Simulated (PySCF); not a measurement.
C₄H₉O₂, charge -2, doublet, at a GFN2-xTB geometry of the parent state (a state made from the parent by changing its charge; the spin is typed, not shown lowest) (a gas-phase anion, which may not be bound at this level); HF/3-21G run with PySCF.

Input for PySCF:
```python
from pyscf import gto, scf

mol = gto.M(
    atom='''
C     2.426646   -0.552570   -0.305083
O     1.065414   -0.361209   -0.502036
C     0.393389    0.001569    0.691070
C    -1.140330    0.400465    0.452006
C    -1.743610   -0.743191   -0.438975
O    -1.332773    1.607458    0.036562
H     2.920938    0.361736    0.062492
H     2.865493   -0.832607   -1.265557
H     2.625230   -1.356174    0.426927
H     0.889974    0.873960    1.142484
H     0.464089   -0.840373    1.408856
H    -1.578095    0.195584    1.516670
H    -2.815435   -0.582301   -0.546118
H    -1.281033   -0.702345   -1.421079
H    -1.568859   -1.725110    0.005006
''',
    basis='3-21g',
    charge=-2,
    spin=1,
    verbose=4,
)

mf = scf.ROHF(mol)
mf.kernel()
```

Task: Write the output that PySCF gives for this input, abridged.

Result: 
```
PySCF version 2.14.0

[INPUT] verbose = 4
[INPUT] num. atoms = 15
[INPUT] num. electrons = 51
[INPUT] charge = -2
[INPUT] spin (= nelec alpha-beta = 2S) = 1
[INPUT] symmetry False subgroup None
[INPUT] Mole.unit = angstrom
[INPUT] Symbol           X                Y                Z      unit          X                Y                Z       unit  Magmom
[...]
nuclear repulsion = 250.103853626522
number of shells = 48
number of NR pGTOs = 117
number of NR cGTOs = 72
basis = 3-21g
ecp = {}

******** <class 'pyscf.scf.rohf.ROHF'> ********
method = ROHF
initial guess = minao
damping factor = 0
level_shift factor = 0
DIIS = <class 'pyscf.scf.diis.CDIIS'>
diis_start_cycle = 1
diis_space = 8
diis_damp = 0
SCF conv_tol = 1e-09
SCF conv_tol_grad = None
SCF max_cycles = 50
direct_scf = True
direct_scf_tol = 1e-13
num. doubly occ = 25  num. singly occ = 1
Set gradient conv threshold to 3.16228e-05
init E= -305.345581654219
[...]
cycle= 1 E= -304.012119699828  delta_E= 1.33  |g|= 0.907  |ddm|= 5.27
[...]
cycle= 2 E= -304.155307058063  delta_E= -0.143  |g|= 0.614  |ddm|= 5.19
[...]
cycle= 3 E= -304.225920856727  delta_E= -0.0706  |g|= 0.071  |ddm|= 0.824
[...]
cycle= 4 E= -304.232172285969  delta_E= -0.00625  |g|= 0.0286  |ddm|= 1.46
[...]
cycle= 5 E= -304.234181863603  delta_E= -0.00201  |g|= 0.0235  |ddm|= 0.898
[...]
cycle= 6 E= -304.235143805388  delta_E= -0.000962  |g|= 0.0122  |ddm|= 0.617
[...]
cycle= 7 E= -304.235569943411  delta_E= -0.000426  |g|= 0.00487  |ddm|= 0.605
[...]
cycle= 8 E= -304.235603968223  delta_E= -3.4e-05  |g|= 0.00155  |ddm|= 0.17
[...]
cycle= 9 E= -304.235606181921  delta_E= -2.21e-06  |g|= 0.000621  |ddm|= 0.0253
[...]
cycle= 10 E= -304.235607433436  delta_E= -1.25e-06  |g|= 0.00034  |ddm|= 0.028
[...]
cycle= 11 E= -304.235607787853  delta_E= -3.54e-07  |g|= 0.000207  |ddm|= 0.0124
[...]
cycle= 12 E= -304.235608040766  delta_E= -2.53e-07  |g|= 0.000113  |ddm|= 0.0121
[...]
cycle= 13 E= -304.23560813873  delta_E= -9.8e-08  |g|= 4.95e-05  |ddm|= 0.0104
[...]
cycle= 14 E= -304.235608147695  delta_E= -8.97e-09  |g|= 1.91e-05  |ddm|= 0.00309
[...]
cycle= 15 E= -304.235608148851  delta_E= -1.16e-09  |g|= 1.03e-05  |ddm|= 0.000885
[...]
cycle= 16 E= -304.235608149233  delta_E= -3.82e-10  |g|= 6.44e-06  |ddm|= 0.000413
[...]
Extra cycle  E= -304.23560814936  delta_E= -1.27e-10  |g|= 4.97e-06  |ddm|= 0.000164
converged SCF energy = -304.23560814936
```
